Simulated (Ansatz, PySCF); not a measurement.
Molecule: sum formula SiNH2Cl3, charge 0, multiplicity 1. 
Geometry from a B3LYP-D3(BJ)/def2-TZVP (Ansatz, a program for electronic structure) optimisation:
SMILES: N[Si](Cl)(Cl)Cl
```xyz
7

Si     0.2708     0.0417     0.0361
Cl    -0.1595    -1.3078    -1.4515
Cl    -0.5275    -0.7021     1.7626
Cl    -0.6134     1.8065    -0.4882
N      1.9125     0.3281     0.2928
H      2.4852    -0.3360     0.7888
H      2.4424     0.9139    -0.3326
```

PBE beside other levels, property by property. Valence correlation only, unless marked. Open shells are spin-unrestricted. No spin-orbit coupling. Non-relativistic. Basis-set limits of correlation are two-point, X^-3; Hartree-Fock from the larger set. [CCSD(T)-MP2]/basis is that difference in the basis named. Rows marked 298 K are enthalpies with B3LYP-D3(BJ) harmonic zero-point and thermal terms. Atomisation energies are electronic, to ground-state atoms; the column to compare with has the core term from cc-pwCVTZ added, other frozen-core levels have none. Frequencies are from Ansatz or PySCF. The coupled-cluster column (Ansatz) is a level with limits of its own: (a) RI-MP2/CBS(aug-cc-pV(T+d)Z,aug-cc-pV(Q+d)Z)+[CCSD(T)-MP2]/aug-cc-pV(T+d)Z; (b) RI-MP2/CBS(cc-pV(T+d)Z,cc-pV(Q+d)Z)+[CCSD(T)-MP2]/cc-pV(T+d)Z.

```csv
property,PBE/def2-TZVPD (Ansatz),HSE06/def2-TZVPD (Ansatz),CAM-B3LYP/def2-TZVPD (Ansatz),wB97X-V/def2-TZVPD (Ansatz),coupled cluster
"N-Si bond dissociation enthalpy, 298 K, to Cl[Si](Cl)Cl + [NH2] (NH2) (kcal/mol)",101.7,103.6,105.5,110.1,111.9 (b)
"H-N bond dissociation enthalpy, 298 K, to [NH][Si](Cl)(Cl)Cl + H atom (kcal/mol)",108.7,109.4,111.8,112.1,115.0 (b)
"Cl-Si bond dissociation enthalpy, 298 K, to N[Si](Cl)Cl + Cl atom (kcal/mol)",106.2,107.6,105.6,112.1,113.6 (b)
"proton affinity at N, enthalpy at 298 K, to [NH3+][Si](Cl)(Cl)Cl (kcal/mol)",197.3,197.8,194.4,197.1,197.1 (b)
atomisation energy (kcal/mol),574.6,566.6,560.6,574.8,574.8 (a)
```

As the rows show:
- N-Si bond dissociation enthalpy, 298 K, to Cl[Si](Cl)Cl + [NH2] (NH2): PBE lies 10.2 kcal/mol below coupled cluster.
- H-N bond dissociation enthalpy, 298 K, to [NH][Si](Cl)(Cl)Cl + H atom: PBE lies 6.3 kcal/mol below coupled cluster.
- Cl-Si bond dissociation enthalpy, 298 K, to N[Si](Cl)Cl + Cl atom: PBE lies 7.4 kcal/mol below coupled cluster.
- proton affinity at N, enthalpy at 298 K, to [NH3+][Si](Cl)(Cl)Cl: PBE lies 0.2 kcal/mol above coupled cluster.
- atomisation energy: PBE lies 0.2 kcal/mol below coupled cluster.
